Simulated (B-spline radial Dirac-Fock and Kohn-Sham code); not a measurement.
Two-hole binding energies of Hf

System: atomic hafnium, configuration 1s2 2s2 2p6 3s2 3p6 3d10 4s2 4p6 4d10 4f14 5s2 5p6 5d3 6s1 (not the ground configuration).

The run's input, task.json:

```json
{"items": [{
  "Z": 72,
  "q": 0,
  "cfg": [[1, 0, 2], [2, 0, 2], [2, 1, 6], [3, 0, 2], [3, 1, 6], [3, 2, 10], [4, 0, 2], [4, 1, 6], [4, 2, 10], [4, 3, 14], [5, 0, 2], [5, 1, 6], [5, 2, 3], [6, 0, 1]],
  "A": 180,
  "rrms": 5.347,
  "do": ["binding", "quiet", "double"]
}]}
```

Run with: `python xray_run.py task.json out`

Model: ΔSCF Dirac-Fock with Breit, self-energy and vacuum polarisation, finite nucleus, configuration average. Program: a radial B-spline solver. U is the two-hole binding energy less the two single-hole energies, the effective repulsion of the holes after relaxation. Each two-hole energy is an average over J within one jj subconfiguration.

```
          holes  E(a) (eV)  E(b) (eV)  E(ab) (eV)  U (eV)
   1s⁻¹ 3p3/2⁻¹    65344.3     2116.7     67554.3    93.3
   2s⁻¹ 3d3/2⁻¹    11282.2     1720.6     13088.6    85.8
2p1/2⁻¹ 3p3/2⁻¹    10742.7     2116.7     12938.7    79.3
2p1/2⁻¹ 3d3/2⁻¹    10742.7     1720.6     12547.8    84.5
        3p1/2⁻²     2372.5     2372.5      4805.4    60.3
        3p3/2⁻²     2116.7     2116.7      4284.3    51.0
        3d3/2⁻²     1720.6     1720.6      3503.4    62.2
3d3/2⁻¹ 3d5/2⁻¹     1720.6     1665.9      3449.2    62.7
        4d3/2⁻²      229.9      229.9       481.3    21.4
4d3/2⁻¹ 4d5/2⁻¹      229.9      219.3       471.0    21.8
        5p1/2⁻²      44.07      44.07       101.4    13.3
5p1/2⁻¹ 5p3/2⁻¹      44.07      36.44       92.44    11.9
4f5/2⁻¹ 4f7/2⁻¹      19.90      18.25           ?       ?
        4f7/2⁻²      18.25      18.25       55.34    18.8
```

Problem. Give the missing two-hole energy and U.

Solution. E(ab) = 57.53 eV and U = 19.4 eV.

Values without a named source are computed, but for edge energies of neutral atoms, which are taken from tables.
